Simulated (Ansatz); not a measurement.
YF, closed-shell singlet (the spin of the measured ground state), most abundant isotopes (88.9058 and 18.9984 u). Constants from fifth-degree fits in 1/R to seven points on the lowest solution found; no spin–orbit coupling, no relativity up to Kr; ω_e x_e and α_e move by some per cent with the fit.

Correlated levels freeze the inner cores; with def2 sets outer-core shells near the valence are correlated too. CBS: X⁻³ extrapolation of the correlation energy, Hartree–Fock from the larger set.

The values were computed with Ansatz (Gaussian basis) for Hartree–Fock, density functionals and correlated methods. Values without a source in brackets are computed. In def2 rows elements past Kr take small-core potentials, without spin–orbit coupling.

```
level                                r_e (Å)  ω_e (cm⁻¹)  ω_e x_e (cm⁻¹)  α_e (cm⁻¹)
-----------------------------------  -------  ----------  --------------  ----------
PBE/def2-TZVPP                        1.9301       629.8            2.70     0.00171
CCSD(T)/CBS(def2-TZVPP, def2-QZVPP)   1.9345       627.8            2.25     0.00155
```

D_e from total energies of the atoms and the molecule: 7.12 eV at CCSD(T)/CBS(def2-TZVPP, def2-QZVPP).

Task: Derive the rotational constants, the centrifugal constant, the fundamental, the zero-point energy and the force constant, and test the Morse rule for the well depth.

Result: 
μ = 15.65341 u.
- PBE/def2-TZVPP: B_e = 16.8576/(μ r_e²) = 0.28908 cm⁻¹; B₀ = B_e − α_e/2 = 0.28822 cm⁻¹; D = 4B_e³/ω_e² = 2.44e-07 cm⁻¹; fundamental ω_e − 2ω_e x_e = 624 cm⁻¹; zero-point energy ω_e/2 − ω_e x_e/4 = 314 cm⁻¹; k = μ(2πcω_e)² = 366 N/m; the line J = 1 ← 0 at 2B₀ = 17.28 GHz
- CCSD(T)/CBS(def2-TZVPP, def2-QZVPP): B_e = 16.8576/(μ r_e²) = 0.28778 cm⁻¹; B₀ = B_e − α_e/2 = 0.28701 cm⁻¹; D = 4B_e³/ω_e² = 2.42e-07 cm⁻¹; fundamental ω_e − 2ω_e x_e = 623 cm⁻¹; zero-point energy ω_e/2 − ω_e x_e/4 = 313 cm⁻¹; k = μ(2πcω_e)² = 364 N/m; the line J = 1 ← 0 at 2B₀ = 17.21 GHz; a Morse well would hold ω_e²/(4ω_e x_e) = 5.43 eV against the computed D_e of 7.12 eV

Doubts at one or more of the structures used: a restricted determinant that unrestricted orbitals would lower (CCSD(T)/CBS(def2-TZVPP, def2-QZVPP)).

Measured for the ground state: r_e 1.9257 Å [Huber and Herzberg (1979), NIST Chemistry WebBook].

Ansatz is a quantum-chemistry and plane-wave program.
